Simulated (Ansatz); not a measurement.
C4H12GeS4 (`C[S][Ge]([S]C)([S]C)[S]C`), relaxed with RKS PBE0-D4/def2-TZVP in the Gaussian-basis code of Ansatz from a PBE-D4/def2-SVP geometry. The force threshold is 0.005 eV/Å; the program also tests the step.

The species carries charge 0 and has multiplicity 1.

Start:

```xyz
21

C     0.896    2.459   -1.595
S     1.610    1.552   -0.163
Ge   -0.003    0.004    0.001
S    -2.014    0.930    0.349
C    -1.584    1.808    1.906
S     0.618   -1.302    1.715
C    -0.813   -2.455    1.639
S    -0.221   -1.172   -1.895
C     1.502   -1.813   -1.952
H     1.596    3.286   -1.821
H     0.807    1.795   -2.476
H    -0.099    2.873   -1.342
H    -2.502    2.331    2.235
H    -1.265    1.090    2.687
H    -0.777    2.546    1.732
H    -0.653   -3.204    2.437
H    -0.857   -2.962    0.656
H    -1.763   -1.916    1.819
H     1.732   -2.402   -1.043
H     2.227   -0.982   -2.046
H     1.564   -2.465   -2.844
```

(1) By how much does the energy fall, and how many steps does the optimiser take? (Estimate.)

(2) Which bonds change most? (Best estimate.)

(3) Give the relaxed structure. (Best estimate.)

## Answers

(1) The calculation gave: 10.59 kJ/mol, in 6 steps.

(2) Ansatz gave: Ge3–S6 from 2.242 to 2.213 Å; Ge3–S8 from 2.242 to 2.213 Å; S2–Ge3 from 2.242 to 2.213 Å; Ge3–S4 from 2.241 to 2.213 Å.

(3) The calculation gave: 
```xyz
21

C     0.936    2.457   -1.555
S     1.600    1.522   -0.148
Ge    0.000    0.000    0.000
S    -1.992    0.907    0.325
C    -1.623    1.794    1.865
S     0.628   -1.275    1.696
C    -0.765   -2.438    1.673
S    -0.236   -1.154   -1.873
C     1.452   -1.813   -1.983
H     1.641    3.265   -1.749
H     0.857    1.825   -2.439
H    -0.040    2.878   -1.315
H    -2.541    2.304    2.155
H    -1.329    1.101    2.652
H    -0.833    2.529    1.709
H    -0.587   -3.148    2.480
H    -0.810   -2.971    0.724
H    -1.707   -1.919    1.849
H     1.684   -2.433   -1.118
H     2.179   -1.006   -2.063
H     1.486   -2.423   -2.886
```
